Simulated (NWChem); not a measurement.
Molecule: BHBrCl; SMILES ClBBr

Results from NWChem. This build's default masses of Se (78.918 u) and Br (79.917 u) are each other's, which moves their modes by up to 0.6 %. The level has its own optimisation; frequencies are unscaled.

**Question.** Estimate the computed values for B3LYP/3-21G. Quantities: r B–H (Å); r B–Cl (Å); r B–Br (Å); highest harmonic frequency (cm⁻¹); lowest (cm⁻¹); zero-point energy (kcal/mol); dipole (D).

**Answer.** 
```yaml
r B–H (Å): 1.180
r B–Cl (Å): 1.782
r B–Br (Å): 1.922
highest harmonic frequency (cm⁻¹): 2794
lowest (cm⁻¹): 238
zero-point energy (kcal/mol): 9.0
dipole (D): 0.91
```
